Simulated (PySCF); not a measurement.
Isomers of C5H7FO2Si.

All values: wB97X-D/def2-SVPD (PySCF) at GFN2-xTB geometries, gas phase, one conformer each. Core orbitals are frozen in the response; Δα² is half the sum of the squared differences of the principal polarisabilities.

Task: Rank by polarisability anisotropy Δα, lowest first.
A. `[CH3:1][C:2](=[O:3])[SiH2:4]/[C:5]([F:6])=[CH:7]\[CH:8]=[O:9]` with C1–C2–Si4–C5 -167°, C2–Si4–C5–F6 -116°, C5–C7–C8–O9 6°
B. `[O:1]=[C:2]([OH:3])[C:4]1=[CH:5][C@H:6]1[SiH2:7][CH2:8][F:9]` with O1–C2–O3–H 0°, O1–C2–C4–C5 -167°, C5–C6–Si7–C8 134°, C6–Si7–C8–F9 -178°
C. `[CH3:1][O:2][C:3]1=[CH:4][Si@@H:5]([OH:6])[CH:7]=[C:8]1[F:9]` with C1–O2–C3–C4 1°, C4–Si5–O6–H 53°

Result: A (3.74 Å³), B (4.87 Å³), C (6.00 Å³).

All values together:

| SMILES | μ (D) | HOMO (eV) | LUMO (eV) | α (Å³) | Δα (Å³) |
| --- | --- | --- | --- | --- | --- |
| O=C(O)C1=C[C@@H]1C[SiH2]F | 3.32 | -9.63 | -0.12 | 13.08 | 4.99 |
| O=C(O)C1=C[C@H]1[SiH2]CF | 3.87 | -9.30 | -0.40 | 13.53 | 4.87 |
| CC(=O)[SiH2]/C(F)=C\C=O | 2.04 | -8.58 | -0.83 | 13.61 | 3.74 |
| COC1=C[Si@@H](O)C=C1F | 2.32 | -8.43 | 0.20 | 13.14 | 6.00 |

Conformers: `[O:1]=[C:2]([OH:3])[C:4]1=[CH:5][C@@H:6]1[CH2:7][SiH2:8][F:9]` with O1–C2–O3–H 0°, O1–C2–C4–C5 153°, C5–C6–C7–Si8 -147°, C6–C7–Si8–F9 -67°; `[O:1]=[C:2]([OH:3])[C:4]1=[CH:5][C@H:6]1[SiH2:7][CH2:8][F:9]` with O1–C2–O3–H 0°, O1–C2–C4–C5 -167°, C5–C6–Si7–C8 134°, C6–Si7–C8–F9 -178°; `[CH3:1][C:2](=[O:3])[SiH2:4]/[C:5]([F:6])=[CH:7]\[CH:8]=[O:9]` with C1–C2–Si4–C5 -167°, C2–Si4–C5–F6 -116°, C5–C7–C8–O9 6°; `[CH3:1][O:2][C:3]1=[CH:4][Si@@H:5]([OH:6])[CH:7]=[C:8]1[F:9]` with C1–O2–C3–C4 1°, C4–Si5–O6–H 53°.
